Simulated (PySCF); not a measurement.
PySCF job for BiH3O2, SMILES [BiH]([OH])[OH], IEF-PCM-ωB97X/def2-SVP. Geometry: PBE-D3(BJ)/def2-TZVP. The def2 effective core potentials stand for the cores of Bi; spin–orbit coupling is left out. Other conformers were not sampled.

```python
import numpy as np
from pyscf import gto, scf, dft
from pyscf.solvent import pcm

mol = gto.M(
    atom='''
    Bi    0.01630497   -0.24506028    0.00000000
    H    -1.82244352   -0.29532067   -0.00000000
    O     0.11805833    1.09021624    1.61581493
    H    -0.70990098    1.59593230    1.68896007
    O     0.11805833    1.09021623   -1.61581493
    H    -0.70990098    1.59593229   -1.68896009
    ''',
    basis='def2-SVP',
    ecp={'Bi': 'def2-svp'},
    charge=0,
    spin=0,
    max_memory=1600,
    verbose=3,
)
mf = dft.RKS(mol, xc='wb97x').density_fit(auxbasis='def2-universal-jkfit')
mf.grids.level = 3
mf.conv_tol = 1e-9
mf.max_cycle = 100
mf.kernel()
res = {}
for name, eps in {'water': 78.355, 'cyclohexanone': 15.619, 'diethylether': 4.24}.items():
    s = mf.PCM()
    s.with_solvent.method, s.with_solvent.eps, s.with_solvent.lebedev_order = 'IEF-PCM', eps, 29
    s.kernel(mf.make_rdm1())
    res[name] = (s.e_tot, eps, s.dip_moment(), s.mo_energy, s.converged)
    print(f'{name}: electrostatic solvation free energy {(s.e_tot - mf.e_tot) * 627.509474:.3f} kcal/mol')
```

Program output:

```
converged SCF energy = -366.748127172479

WARN: PCM is an experimental feature. It is still in testing.
Features and APIs may be changed in the future.

converged SCF energy = -366.764546946726
Dipole moment(X, Y, Z, Debye): -2.37344, -2.28397, -0.00000
water: electrostatic solvation free energy -10.304 kcal/mol

WARN: PCM is an experimental feature. It is still in testing.
Features and APIs may be changed in the future.

converged SCF energy = -366.763161371694
Dipole moment(X, Y, Z, Debye): -2.31785, -2.23907, -0.00000
cyclohexanone: electrostatic solvation free energy -9.434 kcal/mol

WARN: PCM is an experimental feature. It is still in testing.
Features and APIs may be changed in the future.

converged SCF energy = -366.759151320519
Dipole moment(X, Y, Z, Debye): -2.17413, -2.10741, -0.00000
diethylether: electrostatic solvation free energy -6.918 kcal/mol
```

The run converged.

Cost: roughly 40 core-seconds.
